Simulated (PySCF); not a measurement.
H3OSi, SMILES [O][SiH3] (connectivity only; charge and spin as stated), charge -1, multiplicity 1.

Coordinates come from a B3LYP-D3(BJ)/def2-TZVPD optimisation. The spin state was assumed, not searched. The isomer is the one that the SMILES or the coordinates give; other isomers of the formula were not compared.

Calculation: ωB97X/def2-TZVPD (PySCF).

Symmetry labels are those of the subgroup Cs that the program uses (full group C3v).

Computed valence orbital energies around the gap with their symmetry:
```json
[
 {"orbital": "HOMO−7", "symmetry": "A'", "energy (eV)": "-95.36"},
 {"orbital": "HOMO−6", "symmetry": "A'", "energy (eV)": "-21.28"},
 {"orbital": "HOMO−5", "symmetry": "A'", "energy (eV)": "-11.28"},
 {"orbital": "HOMO−4", "symmetry": "A'", "energy (eV)": "-6.71"},
 {"orbital": "HOMO−3", "symmetry": "A\"", "energy (eV)": "-6.71"},
 {"orbital": "HOMO−2", "symmetry": "A'", "energy (eV)": "-5.67"},
 {"orbital": "HOMO−1", "symmetry": "A\"", "energy (eV)": "-3.70"},
 {"orbital": "HOMO", "symmetry": "A'", "energy (eV)": "-3.70"},
 {"orbital": "LUMO", "symmetry": "A'", "energy (eV)": "5.83"},
 {"orbital": "LUMO+1", "symmetry": "A'", "energy (eV)": "6.76"},
 {"orbital": "LUMO+2", "symmetry": "A\"", "energy (eV)": "7.32"},
 {"orbital": "LUMO+3", "symmetry": "A'", "energy (eV)": "7.32"}
]
```
